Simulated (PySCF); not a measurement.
C4H6Ge, SMILES C#C[C](=C)[GeH3]. Coordinates come from a PBE-D3(BJ)/def2-SVP optimisation. This is a generated structure with no PubChem entry under its InChIKey; it may be hypothetical.

Question: Give the equilibrium geometry at PBE-D3(BJ)/def2-SVP (PySCF confirms it by a frequency run) as bond lengths and angles, and its point group. (The exact figures need the calculation; the answer reports its results.)

Answer: point group Cs.
Atoms: C1 C2 C3 C4 Ge5 H6 H7 H8 H9 H10 H11. Bond lengths (Å): C1–C2 1.228, C1–H6 1.081, C2–C3 1.422, C3–C4 1.358, C3–Ge5 1.975, C4–H7 1.103, C4–H8 1.101, Ge5–H9 1.550, Ge5–H10 1.550, Ge5–H11 1.551. Angles (°): C2–C1–H6 178.9, C1–C2–C3 176.2, C2–C3–C4 123.5, C2–C3–Ge5 115.8, C4–C3–Ge5 120.6, C3–C4–H7 121.4, C3–C4–H8 121.3, H7–C4–H8 117.4, C3–Ge5–H9 109.6, C3–Ge5–H10 109.6, C3–Ge5–H11 108.0, H9–Ge5–H10 109.0, H9–Ge5–H11 110.3, H10–Ge5–H11 110.3.
